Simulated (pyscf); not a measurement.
Structures and frequencies: ωB97X-D3(BJ)/def2-SVP in PySCF.

Problem. What is the homolytic dissociation enthalpy (298 K, ωB97M-D3(BJ)/def2-TZVP) of the O–Zr bond of H₂N–Zr(NH₂)(NH₂)–O–SiH₃, to [H₂N–Zr(NH₂)–NH₂]• + •O–SiH₃?

Solution. O–Zr to [H₂N–Zr(NH₂)–NH₂]• + •O–SiH₃: 5.72 eV. The 7 functionals that were run give +5.46 (PBE) to +5.91 eV (ωB97X-D3(BJ)/def2-TZVP). The radicals are drawn with the spin at the cut bond; how far it spreads was not checked. •O–SiH₃ lies 1.08 eV over its isomer HO–SiH₂• (electronic energy, ωB97M-D3(BJ)/def2-TZVP). Other isomers of [H₂N–Zr(NH₂)–NH₂]• were not searched in full and may lie lower. Open-shell species with a d-block atom are single-reference here; other states, and whether the spin sits on metal or ligand, were not checked. Elements past Kr carry the def2 core potentials, without spin-orbit coupling.
